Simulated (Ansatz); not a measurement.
Input for Ansatz (a quantum-chemistry and plane-wave program): R-B3LYP/def2-TZVPPD on C4H7F (a complex), monomers drawn apart or pushed together. Files ending in .json are basis or fitting sets from the Basis Set Exchange.

Ansatz 0.2 input:
```yaml
crystal:
  periodic: [false, false, false]
  atoms:
    - {symbol: F, position_ang: [0.53604699, 0.01968501, 0.24787363]}
    - {symbol: H, position_ang: [0.65458952, 0.24954340, 1.14775097]}
    - {symbol: C, position_ang: [0.94644019, 1.27994775, 3.85644915]}
    - {symbol: C, position_ang: [0.49907318, 0.08805516, 4.27007334]}
    - {symbol: C, position_ang: [-0.89342098, -0.21390041, 4.55065617]}
    - {symbol: C, position_ang: [-1.32121483, -1.40808050, 4.96020940]}
    - {symbol: H, position_ang: [0.27225619, 2.11687900, 3.71554749]}
    - {symbol: H, position_ang: [1.99737202, 1.45844188, 3.67322435]}
    - {symbol: H, position_ang: [1.20605999, -0.72471365, 4.41229847]}
    - {symbol: H, position_ang: [-1.60417691, 0.59492345, 4.40974123]}
    - {symbol: H, position_ang: [-2.36659920, -1.59832284, 5.16095388]}
    - {symbol: H, position_ang: [-0.63448194, -2.23385989, 5.10444679]}
basis:
  gaussian:
    orbitals: def2-TZVPPD.json
hamiltonian:
  xc: {name: B3LYP}
scf: {lower_state_search: off}
```

The log:

```
WARN ansatz: RAYON_NUM_THREADS=1 ignored (pool sized by the plan → 1); use --threads N
Functional definition: B3LYP
these checks for a lower state are left out or cut short: stability, starts, cluster_reference, orbital_swaps, neighbouring_geometries, increment
integrals: 0.21 GiB planned
1306 factors; their error is unknown
mean field: 2.05 GiB planned
mean field evaluation 1: about -6970.6512 eV, gradient 7.0e1 eV
mean field evaluation 2: about -6964.1076 eV, gradient 9.0e1 eV
mean field evaluation 4: about -6981.2746 eV, gradient 5.7e0 eV
mean field evaluation 8: about -6981.3275 eV, gradient 6.3e-1 eV
mean field evaluation 16: about -6981.3280 eV, gradient 3.8e-5 eV
mean field -6981.32802173 eV, -256.5590726845 hartree, gradient 5.5e-6 eV, S^2 0.000000; 0 other end points of the search recorded, 0 dependent functions left out
reference -6981.32835266 eV, -256.5590848461 hartree; 20, 20 occupied and 287, 287 virtual orbitals, 1306 factors
Total energy: -6981.32835266 eV, -256.5590848461 hartree
Checks for a lower state left out: stability, starts, cluster_reference, orbital_swaps, neighbouring_geometries, increment
```

The calculation finished and met its thresholds.

Cost: roughly 3 core-seconds.
